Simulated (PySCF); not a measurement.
Computed data sheet: `FC(F)(F)SB1NCCN1`

Compound: C₃H₆BF₃N₂S.
Geometry (PBE0-D3(BJ)/def2-SVP, Å), atoms numbered from 1 in this order:
```xyz
16
C3H6BF3N2S angstrom
F      2.664    0.159    1.550
C      2.895    0.360    0.253
F      4.201    0.248    0.049
F      2.547    1.626   -0.004
S      2.040   -0.828   -0.806
B      0.291   -0.427   -0.402
N     -0.212    0.629    0.380
C     -1.661    0.570    0.443
C     -2.049   -0.663   -0.415
N     -0.785   -1.204   -0.879
H      0.282    1.400    0.800
H     -2.021    0.458    1.481
H     -2.124    1.489    0.042
H     -2.613   -1.398    0.187
H     -2.704   -0.369   -1.255
H     -0.769   -2.056   -1.416
```

Structural features include: CF3 group, C–F bond and three-coordinate boron.

PBE0-D3(BJ)/def2-SVP geometry optimisation, gas phase (PySCF):

```
Rotational constants A, B, C : 2.547, 0.682, 0.598 GHz
```

**PBE0/def2-SVPD ground state, ΔSCF and vertical TDDFT (core frozen in the response) (PySCF)**

```
Dipole moment                                                     : 3.36 D
HOMO energy                                                       : -6.51 eV
LUMO energy                                                       : 0.12 eV
HOMO–LUMO gap                                                     : 6.63 eV
Lowest singlet excitation                                         : 5.45 eV (227 nm, f = 0.001)
Strongest line among the 10 lowest singlet transitions            : S6 at 6.63 eV (187 nm, f = 0.061)
Lowest triplet excitation (Tamm–Dancoff)                          : 5.31 eV
Static isotropic polarisability                                   : 85.8 au
Vertical ionisation energy                                        : 8.42 eV
Electronic spatial extent ⟨r²⟩ about the centre of nuclear charge : 1826 bohr²
```

KT2/pcSseg-1 ground state and GIAO shieldings, non-relativistic (PySCF):

```
13C chemical shifts (computed TMS as zero) by class         : 139.4 (C2), 48.5 (C8/C9) ppm
1H chemical shifts (computed TMS as zero) by class          : 3.69 (H12/H13/H14/H15), 2.13 (H11/H16) ppm
Isotropic shieldings of nuclei other than C and H, by class : 78 (B6), 189 (N7/N10), 198 (F1/F3/F4), 479 (S5) ppm
```

Monoisotopic mass from the formula: 170.0297 u.

No computed singlet falls in the visible range (750 to 380 nm, 1.65 to 3.26 eV); S1 lies 2.19 eV above its blue end. The ΔSCF ionisation energy exceeds −ε(HOMO) by 1.91 eV with PBE0. With B = h/(8π²I), that is 505.379 GHz u Å² over I, the principal moments of inertia are 198.4, 740.9 and 844.9 u Å² (most abundant isotopes). The vertical singlet–triplet gap S1 − T1 is 0.14 eV (TDDFT singlet less Tamm–Dancoff triplet; S1: HOMO→LUMO, weight 0.95; T1: HOMO→LUMO, weight 0.87). The rotational constants make it an asymmetric top with κ = (2B − A − C)/(A − C) = -0.91, nearer the prolate limit (−1). The principal polarisabilities are 66.3, 84.3 and 106.7 au; their mean is the isotropic value.

 NMR classes are plain means over equivalent atoms (diastereotopic ones count apart unless rotation or inversion swaps them), as if these changed places fast; in this geometry the members of some classes differ.

One conformer stands for the species.
